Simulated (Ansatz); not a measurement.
`N[SiH]([SiH3])[SeH]` + `[Cl][InH][Cl]` → `[Cl][In]([Cl])[SeH]` + `N[SiH2][SiH3]`  (formal exchange of groups at the Se–Si bond)

Program: Ansatz. Geometries: PBE0-D4/def2-TZVP. ΔE: electronic, gas phase. CCSD(T)/CBS adds triple-zeta CCSD(T) − MP2 to the extrapolated MP2 energy (def2 sets, frozen cores). This one scheme is used for every species. Functionals use def2-TZVPP. def2 core potentials past Kr. For In, Se outer-core shells are correlated without core-valence functions, which leaves a few kJ/mol of doubt a bond. Scalar relativity is left out up to krypton. Each species was taken in one conformer, which may not be the lowest.

CCSD(T)/CBS gives -0.38 eV.

Task: Another level gave -0.35 eV. Which?
A. HF/def2-TZVPP
B. PBE-QIDH/def2-TZVPP
C. BHLYP/def2-TZVPP
D. LC-ωPBE/def2-TZVPP

Result: B. PBE-QIDH -0.35, HF/def2-TZVPP -0.46, LC-ωPBE -0.30, BHLYP -0.41 eV.

Largest T1 diagnostic among the species: 0.013.

In def2-TZVPP, CCSD(T) changes the Hartree–Fock value by +0.08 eV (the triples alone add +0.00 eV) and MP2 by +0.07 eV. Leaving LDA and LC-ωPBE aside and taking each functional with its dispersion term where it has one, the values, not all of them listed here, spread over 0.12 eV, from B2PLYP to B97M-V. LDA lies +0.09 eV from PBE without D4.
